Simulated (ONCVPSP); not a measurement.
**Varying the ONCV potential for lead**

Base potential:

lead, optimised norm-conserving Vanderbilt (ONCV), made with ONCVPSP 4.0.1 (PBE, scalar-relativistic). Core [Kr] 4d10 4f14, reference 5s2 5p6 5d10 6s2 6p2. Waves: 5s+6s: rc 1.60 bohr, ncon 5, nbas 9, qcut 8.1 1/bohr, 2 projectors; 5p+6p: rc 1.40 bohr, ncon 3, nbas 7, qcut 9.4 1/bohr, 2 projectors; 5d: rc 1.30 bohr, ncon 4, nbas 7, qcut 8.4 1/bohr, 2 projectors, debl 1.8 Ha; f scattering state at 0.09 Ha: rc 1.35 bohr, ncon 3, nbas 7, qcut 8.5 1/bohr, 3 projectors, debl 3.4 Ha. Local part: polynomial inside 1.05 bohr (lpopt 2, dvloc0 1 Ha). Core correction: none.

Cutoffs, loose and tight: the cutoffs (Ha) at which the residual kinetic energy of the hardest occupied pseudo-wave falls to 1 and 0.1 mHa per electron. They do not see the model core or the augmentation charge, which bear on the density cutoff. Test errors are all-electron minus pseudo excitation energies from the reference, over the configurations 5s2 5p6 5d10 6s2 6p1; 5s2 5p6 5d10 6s2 6p0; 5s2 5p6 5d10 6s1 6p0; 5s2 5p6 5d10 6s1 6p3. A dash means not determined; rows that change the core or the reference have their own tests.

For the base: The cutoffs count occupied waves only; projector 2 of the f channel, the hardest unoccupied one, needs 99 Ha at the loose tolerance.

| change | outcome | cutoff, loose | cutoff, tight | bound ghosts | GHOST(+) flags above zero | largest test error (meV) |
| --- | --- | --- | --- | --- | --- | --- |
| base | generated | 30 Ha | 37 Ha | none | f | -24 |
| p: qcut 5.7 | generated | 26 Ha | 41 Ha | none | f | -24 |
| p: qcut 6.9 | generated | 26 Ha | 31 Ha | none | f | -25 |
| p: qcut 8.2 | generated | 26 Ha | 31 Ha | none | f | -25 |
| p: qcut 9.9 | generated | 33 Ha | 40 Ha | none | f | -24 |
| p: qcut 13.5 | generated | 53 Ha | 61 Ha | none | f | -22 |

(1) What comes out with this change to the base: p: qcut 10.8?

(2) What comes out with this change to the base: p: qcut 12.3?

Answers

(1) outcome: generated; cutoff, loose: 38 Ha; cutoff, tight: 45 Ha; bound ghosts: none; GHOST(+) flags above zero: f; largest test error (meV): -23.

(2) outcome: generated; cutoff, loose: 48 Ha; cutoff, tight: 56 Ha; bound ghosts: none; GHOST(+) flags above zero: f; largest test error (meV): -23.

Reading the sweep of the qcut of the p channel (base included, trends over the rows without a ghost): The loose cutoff rises from 26 Ha at 5.7 to 53 Ha at 13.5 1/bohr. The waves are optimised to have the least kinetic energy above qcut, so the cutoff follows it (qcut²/2 in Ha). The median size of the test errors (rows with all tests solved) stays near 5.6 meV.
